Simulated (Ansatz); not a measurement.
`C[BH][GeH2][SiH3]` + `OBCCl` → `CBCBO` + `[SiH3][GeH2][Cl]`  (redistribution)

Program: Ansatz. Geometries: PBE0-D4/def2-TZVP. ΔE: electronic, gas phase. CCSD(T)/CBS is the MP2 limit (def2-TZVPP, def2-QZVPP) plus CCSD(T) − MP2 in def2-TZVPP, frozen cores. Functionals use def2-TZVPP. For Ge outer-core shells are correlated without core-valence functions, which leaves a few kJ/mol of doubt a bond. Scalar relativity is left out up to krypton. Each species was taken in one conformer, which may not be the lowest.

| level | ΔE (kcal/mol) |
| --- | --- |
| r2SCAN-D4 | -35.1 |
| PBE0-D4 | -34.4 |
| ωB97M-V | -36.0 |
| PBE0 | -34.6 |
| MP2/def2-TZVPP | -36.3 |
| CCSD/def2-TZVPP | -35.4 |
| MP2/def2-QZVPP | -36.1 |
| CCSD/CBS(def2) | -34.9 |

Question: What does CCSD(T)/CBS give? (An estimate is asked.)

Answer: The calculation gave: -34.2 kcal/mol. The listed levels differ from it by -0.9, -0.2, -1.8, -0.4, -2.1, -1.2, -1.9, -0.7 kcal/mol.

Largest T1 diagnostic among the species: 0.012.

In def2-TZVPP, CCSD(T) changes the Hartree–Fock value by +5.2 kcal/mol (the triples alone add +0.7 kcal/mol) and MP2 by +3.6 kcal/mol. From PBE to PBE0 (25 % exact exchange), in def2-TZVPP and without D4, ΔE moves by −1.6 kcal/mol.
